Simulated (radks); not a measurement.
Values are calculated unless marked as measured or tabulated.
Initial-state core-level shifts of the arsenic ion As2+ when its valence configuration changes from [Ar] 3d10 4s2 4p1. Code: a radial shooting solver on a logarithmic mesh with Libxc functionals. Model: scalar-relativistic Kohn-Sham, LDA (Slater exchange, Perdew-Wang correlation), spin-polarised, spherical densities, finite nucleus; open shells are filled with parallel spins first; Fermi nuclear charge, rms radius 4.0968 fm. Shifts are changes of the shell-averaged eigenvalues in eV (positive: less bound); the change of the density at the nucleus, which sets a Mossbauer isomer shift, is in e/bohr^3, on a base of 3.583e+04.

[
 {"valence": "3d9.5 4s2 4p1.5", "1s": "-6.785", "2s": "-7.443", "3s": "-6.072", "3p": "-5.956", "density at nucleus": "+6.692"},
 {"valence": "3d10 4s1.5 4p1.5", "1s": "-0.717", "2s": "-0.699", "3s": "-0.730", "3p": "-0.725", "density at nucleus": "-13.127"},
 {"valence": "3d8 4s2 4p3", "1s": "-28.271", "2s": "-31.166", "3s": "-24.645", "3p": "-24.188", "density at nucleus": "+28.442"},
 {"valence": "3d10 4p3", "1s": "-2.927", "2s": "-2.856", "3s": "-2.966", "3p": "-2.947", "density at nucleus": "-54.073"},
 {"valence": "3d10 4s1 4p2", "1s": "-1.335", "2s": "-1.302", "3s": "-1.379", "3p": "-1.369", "density at nucleus": "-26.639"},
 {"valence": "3d9.5 4s1.5 4p2", "1s": "-7.438", "2s": "-8.087", "3s": "-6.743", "3p": "-6.622", "density at nucleus": "-7.276"},
 {"valence": "3d9 4s2 4p2", "1s": "-13.760", "2s": "-15.122", "3s": "-12.208", "3p": "-11.977", "density at nucleus": "+13.675"},
 {"valence": "3d8 4s1 4p4", "1s": "-29.720", "2s": "-32.612", "3s": "-26.094", "3p": "-25.627", "density at nucleus": "-4.460"}
]
